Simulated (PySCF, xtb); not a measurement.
FeCl₃, SMILES [Cl][Fe]([Cl])[Cl] (connectivity only; charge and spin as stated), neutral, multiplicity 6.

Harmonic wavenumbers (cm⁻¹) from GFN2-xTB in xtb at its own minimum, in rising order: 81, 114, 114, 318, 352, 352.

### Question
What does PBE-D3(BJ)/def2-SVP in PySCF give at its own minimum? (An estimate is asked for; the answer gives what the named calculation found.)

### Answer
75, 100, 100, 339, 445, 445. Paired by order, the mean absolute difference is 40 cm⁻¹ and the zero-point energies are 1.9 and 2.2 kcal/mol.
